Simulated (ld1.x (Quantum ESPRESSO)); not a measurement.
**Which change was made? (V, TM semilocal)**

vanadium (V), norm-conserving Troullier–Martins (semilocal form), made with ld1.x (Quantum ESPRESSO) 7.5 (PW91, scalar-relativistic). Core [Ar], reference 3d3 4s0 4p0 (charge +2). Waves: 4s (bound, empty): rc 2.10 bohr; 4p (bound, empty): rc 2.90 bohr; 3d (bound): rc 1.85 bohr. Local part: the d channel. Core correction: none.

Cutoffs, loose and tight: the cutoffs (Ry, on a coarse ladder) from which the occupation-weighted sum of valence levels, in a spherical-Bessel basis at the reference potential, stays within 10 and 1 mRy of its value at 400 Ry. They do not see the model core or the augmentation charge, which bear on the density cutoff. Test errors are all-electron minus pseudo excitation energies from the reference, over the configurations 3d3 4s2 4p0; 3d3 4s1 4p0; 3d2 4s0 4p0; 3d3 4s1 4p1; 3d2 4s2 4p1; 3d2 4s2 4p0; 3d4 4s0 4p0; variants that change the core or the reference have their own tests.

The base gives: outcome: generated; cutoff, loose: 70 Ry; cutoff, tight: 80 Ry; bound ghosts: none; largest test error (meV): +475.

**Question.** After one change the result is: outcome: generated; cutoff, loose: 70 Ry; cutoff, tight: 80 Ry; bound ghosts: none; largest test error (meV): -271. Which change was it?
A. core correction a·sin(br)/r model core inside 1.84 bohr
B. core correction a·sin(br)/r model core inside 2.08 bohr
C. core correction a·sin(br)/r model core inside 1.28 bohr

**Answer.** A. The others give: core correction a·sin(br)/r model core inside 1.28 bohr → outcome: generated; cutoff, loose: 70 Ry; cutoff, tight: 80 Ry; bound ghosts: none; largest test error (meV): -400 | core correction a·sin(br)/r model core inside 2.08 bohr → outcome: generated; cutoff, loose: 70 Ry; cutoff, tight: 80 Ry; bound ghosts: none; largest test error (meV): -207.
